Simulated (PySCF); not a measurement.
**Where the electron goes**

Species: C2H12NP2Si (charge +1).
Z-matrix (Å and degrees, GFN2-xTB geometry), rows numbered from 1:
```
C 
N   1  1.4503
C   2  1.4494  1  112.10
Si  2  1.6923  1  123.72  3   176.86
P   4  2.2267  2  112.29  1   179.04
P   4  2.6309  2  105.65  1   -78.22
H   1  1.0908  2  109.87  3    57.00
H   1  1.0862  2  111.00  3   177.30
H   1  1.0920  2  110.09  3   -62.14
H   3  1.0887  2  110.97  1   179.89
H   3  1.0913  2  109.85  1   -59.85
H   3  1.0918  2  110.35  1    59.39
H   4  1.4630  2  107.94  1    19.71
H   5  1.3936  4   95.18  2  -175.13
H   5  1.3917  4   95.65  2   -81.00
H   6  1.3811  4  121.38  2   -98.19
H   6  1.3809  4  117.40  2    20.01
H   6  1.3818  4  121.97  2   138.62
```

Computed with TDDFT CAM-B3LYP/def2-SVPD, vertical, gas phase, core orbitals frozen in the response in PySCF.

Kohn–Sham orbitals with the atoms that hold most of them (Löwdin shares over 4%, at most four atoms; ? is withheld):

```tsv
orbital	ε (eV)	atoms
LUMO+2	-3.32	P6 39%, Si4 17%, H18 12%, P5 10%
LUMO+1	-3.76	Si4 25%, P6 24%, P5 20%, H13 10%
LUMO	-4.11	?
HOMO	?	?
HOMO-1	-13.44	P5 62%, Si4 14%, H15 7%, H14 7%
HOMO-2	-15.02	P6 27%, P5 22%, Si4 19%, H15 7%
HOMO-3	-15.76	C1 18%, P5 12%, Si4 11%, C3 10%
```

Which atoms hold the LUMO, and with what shares?

Si4 (bonded to N, 2 P and H) 37%; P6 (bonded to Si and 3 H) 18%; P5 (bonded to Si and 2 H) 9%; N2 (bonded to 2 C and Si) 8%. By element: silicon 37%, phosphorus 27%, nitrogen 8%.

Which atoms hold the HOMO, and with what shares?

N2 (bonded to 2 C and Si) 48%; C3 (bonded to N and 3 H) 9%; C1 (bonded to N and 3 H) 8%; P6 (bonded to Si and 3 H) 8%. By element: nitrogen 48%, carbon 17%, phosphorus 8% or more.

What is the HOMO energy, and the HOMO–LUMO gap?

ε(HOMO) = -12.42 eV; the gap is 8.30 eV (0.3052 hartree).

The HOMO–LUMO gap is 8.30 eV. Where does the response calculation put the lowest singlet, and from which orbitals?

S1 is at 5.37 eV (f = 0.089), 2.94 eV below the gap, made of HOMO→LUMO (88%). 

Give energy, strength and leading configuration of S1, S2, S3 and S6, and follow the Löwdin shares of the leading atoms from the occupied to the empty orbital.

- S1 (5.37 eV, f 0.089), HOMO→LUMO (88%): N2 48% → 8%, C3 9% → at most 9%, Si4 at most 8% → 37%, P6 8% → 18%
- S2 (5.76 eV, f 0.108), HOMO→LUMO+1 (91%): N2 48% → at most 10%, C3 9% → at most 10%, Si4 at most 8% → 25%, P6 8% → 24%
- S3 (6.04 eV, f 0.0054), HOMO-1→LUMO (87%): P5 62% → 9%, Si4 14% → 37%, P6 at most 7% → 18%
- S6 (6.69 eV, f 0.098), HOMO-1→LUMO+1 (85%): P5 62% → 20%, Si4 14% → 25%, P6 at most 7% → 24%

Löwdin shares depend on the basis, the more so with diffuse functions.

One conformer stands for the species.
